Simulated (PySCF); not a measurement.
C₅H₁₃GaO.
SMILES with atom numbers: `[CH2:1]=[CH:2][CH2:3][GaH2-:4][O+:5]([CH3:6])[CH3:7]` (hydrogens: H8, H9 on C1; H10 on C2; H11, H12 on C3; H13, H14 on Ga4; H15, H16, H17 on C6; H18, H19, H20 on C7)

Structure used (PBE0-D3(BJ)/def2-SVP), in Å, numbered top down from 1:
```
atom  x, y, z in Å
C1     1.9070    1.2564    0.5589
C2     1.6753   -0.0080    0.9430
C3     1.5785   -1.1996    0.0718
Ga4   -0.3017   -1.9094   -0.0144
O5    -1.3272   -0.0849   -0.3694
C6    -1.0440    0.6214   -1.5586
C7    -1.7875    0.7236    0.6956
H8     2.1149    1.5064   -0.4876
H9     1.9302    2.0778    1.2799
H10    1.5022   -0.1875    2.0139
H11    2.1733   -2.0338    0.4846
H12    1.9504   -0.9966   -0.9453
H13   -0.7299   -2.6467   -1.3453
H14   -1.0003   -2.2431    1.3640
H15   -0.2100    1.3250   -1.4024
H16   -1.9392    1.1715   -1.8927
H17   -0.7689   -0.1181   -2.3215
H18   -1.0251    1.4701    0.9707
H19   -1.9765    0.0601    1.5480
H20   -2.7246    1.2266    0.4038
```

Level: B3LYP/def2-SVPD in PySCF, non-relativistic, on one gas-phase PBE0-D3(BJ)/def2-SVP geometry that isn't relaxed in the solvent. The solvent is an IEF-PCM continuum (cavity from Bondi-type radii × 1.2). The model holds no explicit solvent molecules, cavitation or dispersion. Spin–orbit coupling is left out although an atom past zinc is present.

Gas phase at B3LYP/def2-SVPD: HOMO -6.07 eV, LUMO 0.04 eV, dipole 3.31 D.

Task: What does the continuum do to the energy, the frontier levels and the dipole at B3LYP/def2-SVPD in acetone?

Result: 
| solvent | ε | E(solvent) − E(gas) (kcal/mol) | polarisation term (kcal/mol) | distortion of the solute (kcal/mol) | HOMO (eV) | LUMO (eV) | dipole (D) |
| --- | --- | --- | --- | --- | --- | --- | --- |
| acetone | 20.49 | -4.86 | -5.74 | 0.88 | -6.10 | 0.04 | 4.22 |

The first energy column is the sum of the next two and covers electrostatics alone.

Task: Which radius a makes the point-dipole formula ΔE = −[(ε − 1)/(2ε + 1)]·μ²/a³ give the value in acetone, with the gas-phase dipole?

Result: μ = 1.302 au and |ΔE| = 0.00775 Eh give a = 2.47 Å; the farthest nucleus lies 3.11 Å from the centroid of the nuclei, so such a sphere wouldn't even hold the nuclei. The formula assumes a rigid point dipole at the centre of a sphere.

Task: Give the dipole vector in the frame of the coordinates (D, pointing from negative to positive charge), gas and acetone.

Result: Gas (-1.51, 2.87, -0.64), solvent (-1.76, 3.74, -0.83). Its length changes by +27 % and its direction by 2°.

Task: How does the static polarisability (B3LYP/def2-SVPD, frozen core, with the continuum's full static response) change?

Result: 
| medium | isotropic (au) | principal values (au) | ⟨r²⟩ of the electrons (bohr²) |
| --- | --- | --- | --- |
| gas | 102.3 | 94.0, 96.0, 117.0 | 1271.0 |
| acetone | 141.4 | 125.5, 134.2, 164.4 | 1271.2 |

The isotropic value in acetone is 1.38 times the gas-phase one; no cavity-field correction is applied. ⟨r²⟩ is taken about the centre of nuclear charge.
